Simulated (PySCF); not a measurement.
One of the candidates below gave these computed data.

All candidates are C6H14O.

| technique | computed result |
| --- | --- |
| UV, first state | lowest singlet excitation: 7.17 eV (173 nm, f = 0.007) [TDDFT CAM-B3LYP/def2-SVPD] |
| NMR, other nuclei | isotropic shieldings of nuclei other than C and H, by class: 226 (1 O) ppm [GIAO KT3/pcSseg-1] |
| XPS | C1s 290.4 (×4), C1s 291.8 (×2), O1s 537.6 eV [ΔSCF SCAN, pcX-2 on the ionised atom, pcseg-1 elsewhere, spin-free X2C] |
| Triplet | lowest triplet excitation (Tamm–Dancoff): 7.06 eV [TDA CAM-B3LYP/def2-SVPD] |
| Valence photoelectron | vertical ionisation energy: 9.33 eV [ΔSCF CAM-B3LYP/def2-SVPD] |
| UV, strongest line | among the 10 lowest singlet transitions: S6 at 8.95 eV (139 nm, f = 0.052) [TDDFT CAM-B3LYP/def2-SVPD] |
| 13C NMR | chemical shifts (computed TMS as zero) by class: 69.0 (2 C), 22.8 (4 C) ppm [GIAO KT3/pcSseg-1] |
| 1H NMR | chemical shifts (computed TMS as zero) by class: 3.39 (2 H), 1.05 (12 H) ppm [GIAO KT3/pcSseg-1] |
| Dipole | 1.27 D [CAM-B3LYP/def2-SVPD] |
| Rotational structure | rotational constants A, B, C: 4.097, 1.568, 1.386 GHz [PBE0-D3(BJ)/def2-SVP] |

Electronic properties: PySCF, gas phase, density fitting. Levels stand in brackets. One conformer (not necessarily the lowest) at the PBE0-D3(BJ)/def2-SVP geometry, without solvent, vibrations or thermal averaging. NMR values are class means; diastereotopic atoms form classes of their own.

Question: Which candidate is it?
A. `CC(C)(C)CCO` (3,3-dimethyl-1-butanol)
B. `CCCCOCC` (ethyl butyl ether)
C. `CC(C)OC(C)C` (diisopropyl ether)

Answer: C. It is `CC(C)OC(C)C`. Numbering: `[CH3:1][CH:2]([CH3:3])[O:4][CH:5]([CH3:6])[CH3:7]`. Its formula, C6H14O, gives 0 degrees of unsaturation, so no ring and no π bond. 6 carbons fall into 2 classes; from least to most shielded: sp3 carbon bound to oxygen [C2/C5] (69.0 ppm, 2 C), methyl carbon [C1/C3/C6/C7] (22.8 ppm, 4 C, up to 4.2 ppm apart in this geometry). Hydrogen classes from least to most shielded: 2 H on 2 like atoms (sp3 carbon bound to oxygen), C2/C5 (3.39 ppm), 12 H on 4 methyl carbons, C1/C3/C6/C7 (1.05 ppm, a mean of values up to 0.9 ppm apart in this geometry). The other shieldings belong to: 226 ppm, ether oxygen [O4]. The core levels belong to: C1s 290.4 eV, methyl carbon [C1/C3/C6/C7]; C1s 291.8 eV, sp3 carbon bound to oxygen [C2/C5]; O1s 537.6 eV, ether oxygen [O4]. One atom of each topological class was ionised and stands for its class. The first electron is taken from the HOMO, whose largest Löwdin shares are 0.56 on the ether oxygen, 0.08 on each of 2 atoms of one kind (sp3 carbon bound to oxygen) and 0.08 on a methyl carbon. The optimised geometry has point group C2 and is an asymmetric top.

The others, at the same levels:
- `CCCCOCC` fails: its computed core binding energies are C1s 290.3, C1s 290.4, C1s 290.4, C1s 290.6, C1s 291.8, C1s 292.0, O1s 538.1 eV, vertical ionisation energy is 9.61 eV (against 9.33 eV) and strongest line among the 10 lowest singlet transitions is S3 at 8.11 eV (153 nm, f = 0.038) (against S6 at 8.95 eV).
- `CC(C)(C)CCO` fails: its computed lowest singlet excitation is 6.98 eV (178 nm, f = 0.008) (against 7.17 eV) and dipole moment is 1.84 D (against 1.27 D).

Each candidate is one conformer, not necessarily the lowest. Dipoles, sizes and rotational constants follow the conformer. The torsions of the flexible species, by atom-mapped SMILES:
- `[CH3:1][CH:2]([CH3:3])[O:4][CH:5]([CH3:6])[CH3:7]`: C1–C2–O4–C5 -84°, C2–O4–C5–C6 153°
- `[CH3:1][CH2:2][CH2:3][CH2:4][O:5][CH2:6][CH3:7]`: C1–C2–C3–C4 -178°, C2–C3–C4–O5 62°, C3–C4–O5–C6 -177°, C4–O5–C6–C7 180°
- `[CH3:1][C:2]([CH3:3])([CH3:4])[CH2:5][CH2:6][OH:7]`: C1–C2–C5–C6 180°, C2–C5–C6–O7 -177°, H–O7–C6–C5 -58°
